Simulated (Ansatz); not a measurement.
Results of the Gaussian-basis code of Ansatz.

`[CH3][GeH2][O]C=S` at its PBE0-D4/def2-TZVP geometry, where that method's forces vanish. The species carries charge 0 and has multiplicity 1.

| atom | x (Å) | y (Å) | z (Å) |
| --- | --- | --- | --- |
| C1 | -1.436 | -1.101 | 0.610 |
| Ge2 | -0.087 | 0.271 | 0.781 |
| O3 | 1.122 | -0.099 | -0.537 |
| C4 | 1.567 | 0.806 | -1.381 |
| S5 | 2.646 | 0.519 | -2.548 |
| H6 | -1.933 | -1.018 | -0.357 |
| H7 | -0.969 | -2.083 | 0.687 |
| H8 | -2.180 | -1.000 | 1.402 |
| H9 | 0.715 | 0.197 | 2.087 |
| H10 | -0.587 | 1.699 | 0.498 |
| H11 | 1.143 | 1.809 | -1.242 |

For each bond, give half the difference of the two atoms' forces along it (eV/Å; positive pushes the atoms apart) under PBE-D4, r2SCAN-D4, B3LYP-D4, ωB97M-V in def2-TZVPP. (Estimate.)

The calculation gave: 
```json
{"bond": "C1–Ge2", "length (Å)": "1.932", "PBE-D4": "0.02", "r2SCAN-D4": "0.03", "B3LYP-D4": "0.18", "ωB97M-V": "0.05"}
{"bond": "C1–H6", "length (Å)": "1.090", "PBE-D4": "0.09", "r2SCAN-D4": "-0.02", "B3LYP-D4": "-0.07", "ωB97M-V": "-0.05"}
{"bond": "C1–H7", "length (Å)": "1.090", "PBE-D4": "0.09", "r2SCAN-D4": "-0.02", "B3LYP-D4": "-0.07", "ωB97M-V": "-0.05"}
{"bond": "C1–H8", "length (Å)": "1.091", "PBE-D4": "0.10", "r2SCAN-D4": "-0.01", "B3LYP-D4": "-0.07", "ωB97M-V": "-0.05"}
{"bond": "Ge2–O3", "length (Å)": "1.826", "PBE-D4": "0.26", "r2SCAN-D4": "0.02", "B3LYP-D4": "0.10", "ωB97M-V": "-0.03"}
{"bond": "Ge2–H9", "length (Å)": "1.534", "PBE-D4": "0.03", "r2SCAN-D4": "-0.06", "B3LYP-D4": "-0.07", "ωB97M-V": "-0.10"}
{"bond": "Ge2–H10", "length (Å)": "1.539", "PBE-D4": "0.00", "r2SCAN-D4": "-0.08", "B3LYP-D4": "-0.06", "ωB97M-V": "-0.08"}
{"bond": "O3–C4", "length (Å)": "1.315", "PBE-D4": "0.45", "r2SCAN-D4": "0.33", "B3LYP-D4": "0.22", "ωB97M-V": "0.28"}
{"bond": "C4–S5", "length (Å)": "1.615", "PBE-D4": "0.28", "r2SCAN-D4": "0.11", "B3LYP-D4": "0.14", "ωB97M-V": "-0.12"}
{"bond": "C4–H11", "length (Å)": "1.098", "PBE-D4": "-0.06", "r2SCAN-D4": "-0.13", "B3LYP-D4": "-0.19", "ωB97M-V": "-0.13"}
```

B3LYP here is the variant with VWN-RPA as its local correlation; programs differ in this.
